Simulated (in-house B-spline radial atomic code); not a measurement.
A run on neutral terbium that did not converge. Method: scalar-relativistic (X2C) B3LYP, spin-polarised, spherical fractional occupations, Fermi nucleus of rms radius 5.06 fm; computed with a B-spline radial code for spherical atoms.

Command:
```bash
python run_scf.py task.json out
```
Settings (nuclear radius in fm, mass in u):
```
Z                65
configuration    [Xe] 4f9 6s2
hamiltonian      x2c
method           b3lyp
spin_polarised   True
nucleus          fermi
rms_radius       5.06
atomic_mass      158.92535
speed_of_light   137.035999084
```

First and last ten iterations of the last attempt (damped for 15 steps, keeping 80 % of the old Fock matrix, then DIIS):
```
 iter        energy (Eh)    residual
    1      -11664.102111    7.04e-01
    2      -11669.448881    1.24e+00
    3      -11688.813596    7.88e-01
    4      -11699.206521    4.85e-01
    5      -11704.402744    3.09e-01
    6      -11706.807612    2.05e-01
    7      -11707.843261    1.32e-01
    8      -11708.271488    8.22e-02
    9      -11708.453318    5.42e-02
   10      -11708.538392    4.05e-02
  111      -11706.978028    1.18e-01
  112      -11706.978448    1.18e-01
  113      -11706.978422    1.18e-01
  114      -11706.978761    1.18e-01
  115      -11706.980143    1.18e-01
  116      -11706.976194    1.18e-01
  117      -11708.634893    9.82e-03
  118      -11708.634785    9.90e-03
  119      -11706.978524    1.18e-01
  120      -11706.976457    1.17e-01
 not converged after 120 iterations
```

The smallest residual met was 3.6e-03; the threshold is about 6e-07. No energy from this run should be used. Cost of the run: 5.2 s on 1 thread of Arm Neoverse V2, with other jobs on the host.
